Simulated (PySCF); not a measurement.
Cl₃HSi, SMILES Cl[SiH](Cl)Cl (connectivity only; charge and spin as stated), charge -1, multiplicity 2. Geometry: PBE-D3(BJ)/def2-SVPD. The spin state was assumed, not searched. The isomer is the one that the SMILES or the coordinates give; other isomers of the formula were not compared.

Calculation: PBE-D3(BJ)/def2-SVPD run with PySCF 2.14.0.

Harmonic wavenumbers (cm⁻¹): 81, 134, 180, 243, 334, 430, 679, 799, 2081. Rotational constants (GHz): 2.992, 1.372, 0.9543; symmetry number 1.

Question: Work out the zero-point energy and the ideal-gas rigid-rotor harmonic-oscillator thermochemistry at 298.15 K and 1 atm.

Answer: ZPE = ½ Σ hcν = ½ × 4962 cm⁻¹ = 7.09 kcal/mol. H − E(el) = 11.59 kcal/mol. Entropy in cal/(mol K): translation 40.62, rotation 28.80, vibration 13.50, spin 1.38, total 84.29. G − E(el) = -13.54 kcal/mol. Cp = 20.01 cal/(mol K). Modes under 150 cm⁻¹ make the vibrational entropy uncertain.
